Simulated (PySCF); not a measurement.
**Partial charges of `FC[C@@H]1O[C@@H](F)[C@H]1C(F)F`**

Species: C5H6F4O.
Cartesian coordinates in Å at the GFN2-xTB level; atoms count from 1:
```
atom  x, y, z in Å
F1    -2.2759   -0.9715   -0.6201
C2    -1.9100   -0.5744    0.6386
C3    -0.6352    0.2530    0.5914
O4    -0.7967    1.5121   -0.0832
C5     0.2184    1.2361   -0.9981
F6     1.2944    2.0572   -0.8043
C7     0.4293   -0.1782   -0.4360
C8     1.7996   -0.5069    0.1302
F9     1.6761   -1.4622    1.0868
F10    2.5983   -1.0267   -0.8255
H11   -2.7319    0.0235    1.0420
H12   -1.7532   -1.4813    1.2306
H13   -0.2599    0.3951    1.6110
H14   -0.0775    1.3507   -2.0462
H15    0.1030   -0.9738   -1.1066
H16    2.3136    0.3563    0.5780
```

Density: PBE0/pcSseg-1 (PySCF); schemes: Mulliken, IAO, Hirshfeld and ESP-fitted. The structure is a single GFN2-xTB conformer in the gas phase; no vibrational or solvent corrections.

Problem. Which atoms carry the highest charge in the Mulliken, IAO, Hirshfeld and ESP-fitted schemes?

Solution. All schemes agree: Mulliken C8 (+0.629); IAO C8 (+0.449); Hirshfeld C8 (+0.144); ESP-fitted C8 (+0.437).

Problem. Which atoms carry the lowest charge in the Mulliken, IAO, Hirshfeld and ESP-fitted schemes?

Solution. The schemes don't all agree: Mulliken C7 (-0.483); IAO O4 (-0.403); Hirshfeld O4 (-0.159); ESP-fitted O4 (-0.386).

Problem. For which atoms does the sign change between the 4 schemes (beyond +0.03 e in one, beyond −0.03 e in another)?

Solution. C2.

Problem. What partial charge does each atom carry?

Solution. In e:

| atom | environment | Mulliken | IAO | Hirshfeld | ESP-fitted |
| --- | --- | --- | --- | --- | --- |
| F1 | alkyl fluorine | -0.332 | -0.324 | -0.108 | -0.203 |
| C2 | sp3 C–F carbon | +0.242 | +0.029 | +0.025 | -0.077 |
| C3 | sp3 carbon bound to oxygen | +0.035 | +0.079 | +0.040 | +0.297 |
| O4 | cyclic ether oxygen | -0.466 | -0.403 | -0.159 | -0.386 |
| C5 | sp3 C–F carbon | +0.545 | +0.366 | +0.132 | +0.343 |
| F6 | alkyl fluorine | -0.311 | -0.318 | -0.107 | -0.235 |
| C7 | four-membered-ring carbon | -0.483 | -0.204 | -0.067 | -0.317 |
| C8 | CHF2 carbon | +0.629 | +0.449 | +0.144 | +0.437 |
| F9 | fluorine of a CF2 group | -0.307 | -0.310 | -0.107 | -0.239 |
| F10 | fluorine of a CF2 group | -0.294 | -0.298 | -0.103 | -0.235 |
| H11 | methylene hydrogen | +0.127 | +0.158 | +0.056 | +0.126 |
| H12 | methylene hydrogen | +0.118 | +0.152 | +0.056 | +0.111 |
| H13 | methine hydrogen | +0.128 | +0.147 | +0.049 | +0.038 |
| H14 | methine hydrogen | +0.114 | +0.151 | +0.056 | +0.091 |
| H15 | methine hydrogen | +0.160 | +0.175 | +0.050 | +0.171 |
| H16 | methine hydrogen | +0.096 | +0.152 | +0.044 | +0.077 |

Mean size of the charges over all atoms: Mulliken 0.274 e, IAO 0.232 e, ESP-fitted 0.211 e, Hirshfeld 0.081 e. Each set sums to the total charge, 0, to within 0.001 e. The IAO scheme projects the occupied orbitals on a minimal set of polarised atomic orbitals and counts the electrons in each atom's part of it. The Hirshfeld scheme weights the molecular density at each point by an atom's share of the summed free-atom densities.

Problem. Sum the charges by element, for elements with more than one atom.

Solution. 
```
element  atoms  Mulliken     IAO  Hirshfeld  ESP-fitted
      F      4    -1.244  -1.250     -0.425      -0.911
      C      5    +0.969  +0.719     +0.274      +0.683
      H      6    +0.742  +0.934     +0.310      +0.615
```

Problem. How closely do the schemes follow one another over all atoms?

Solution. Correlation coefficient and root-mean-square difference: IAO with Hirshfeld 1.00, 0.170 e; Mulliken with IAO 0.95, 0.112 e; Mulliken with Hirshfeld 0.95, 0.240 e; Hirshfeld with ESP-fitted 0.94, 0.159 e; IAO with ESP-fitted 0.94, 0.089 e; Mulliken with ESP-fitted 0.92, 0.142 e.

These values come from a run that also computed NMR shieldings. Hardware: one thread of an Arm Neoverse N1 (shared host). Cost: 65 s, 0.88 GiB resident at most.
